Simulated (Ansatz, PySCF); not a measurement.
**Yb(NO2)3 in two programs**

Yb(NO2)3 (singlet in the valence; each metal's 4f electrons, 13 of them, lie in its core potential, out of spins and levels), relaxed with PySCF 2.14.0, RKS r2SCAN, Yb lcecp-1-SVP with ECP59, O def2-SVP, N def2-SVP; non-relativistic Hamiltonian with scalar-relativistic core potentials where named; density fitting; no spin-orbit coupling:

```xyz
10

Yb    0.0000    0.0000    0.0000
O     2.0352   -0.1527    1.0387
O     2.0352    0.1526   -1.0387
N     2.7441    0.0000    0.0000
O    -0.8854    1.8389    1.0387
O    -1.1498    1.6862   -1.0387
N    -1.3720    2.3765    0.0000
O    -1.1498   -1.6862    1.0387
O    -0.8854   -1.8389   -1.0387
N    -1.3721   -2.3765    0.0000
```

There the HOMO–LUMO gap is 3.13 eV. The 4f levels lie in the core potential and are missing.

The same geometry by Ansatz 0.2.0 (PBE, PAW with the 4f shell of lanthanides and the 5f shell of actinides in the valence, a periodic box with 9 Å of vacuum; gaps over both spins; site moments in spheres, but by Gaussian weights under spin-orbit coupling, so that the two can't be compared; unpaired electrons at the start: 1, along z under spin-orbit coupling; the open shells may stand above their lowest state):

```csv
spin-orbit coupling,U on f (eV),gap (eV),spin moment on Yb1 (μB),orbital moment of its f shell (μB),largest force component (eV/Å)
without,0,0.02,0.66,–,0.88
```

(1) What does the run without spin-orbit coupling and with U = 5 eV give?

Some levels of the plane-wave runs are partly filled under the smearing, so their gaps are between more and less than half filled ones.

Semilocal functionals tend to give orbital moments well under those of Hund's rules.

Without U the plane-wave gap ends on 4f levels, which the Gaussian run lacks; U moves filled and empty 4f levels apart, though the lowest empty ones can remain 4f.

The spin-orbit runs use fully relativistic datasets of their own, so changes of a few hundredths of an eV needn't come from the coupling.

No frequency check is given that shows the relaxed geometry to be a minimum. An lcecp potential fixes the number of 4f electrons, so in runs with it no electron can move into or out of that shell.

Results:

(1) gap (eV): 0.20, spin moment on Yb1 (μB): 0.85, largest force component (eV/Å): 0.84. It took 4.2 min on 4 threads of Arm Neoverse V1, on a shared host, peak memory 1.5 GiB.
